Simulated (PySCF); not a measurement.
A structure optimised at ωB97X-D3(BJ)/def2-SVP, used in a PySCF frequency run:

```xyz
9

Se    -0.1958     0.0637     0.7989
Cl     1.3134     1.0563    -0.4289
C     -0.5807    -1.3784    -0.4415
C     -1.2017    -0.9157    -1.7502
H     -1.2624    -2.0287     0.1338
H      0.3544    -1.9357    -0.5979
H     -0.5267    -0.2181    -2.2680
H     -2.1585    -0.4009    -1.5749
H     -1.3825    -1.7765    -2.4144
```
Charge 0, spin multiplicity 1.

Q: Write its SMILES and formula.

A: CC[Se]Cl, C₂H₅ClSe

Q: What are its rotational constants (standard atomic weights)?

A: 4.3282, 2.8035, 1.8364 GHz
